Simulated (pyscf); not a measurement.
Single points on ωB97X-D3(BJ)/def2-SVP structures (PySCF, gas phase).

Task: How much does it cost (ΔH, 298 K, ωB97M-D3(BJ)/def2-TZVP) to split H₂N–B(NH₂)–NH–Al(Cl)–Cl at its B–N bond into [H₂N–B–NH₂]• + [HN–Al(Cl)–Cl]•?

Result: B–N to [H₂N–B–NH₂]• + [HN–Al(Cl)–Cl]•: 569.8 kJ/mol. The 7 functionals that were run give +529.5 (r²SCAN) to +569.8 kJ/mol (ωB97M-D3(BJ)/def2-TZVP). The radicals are drawn with the spin at the cut bond; how far it spreads was not checked. Other isomers of [H₂N–B–NH₂]•, [HN–Al(Cl)–Cl]• were not searched in full and may lie lower.
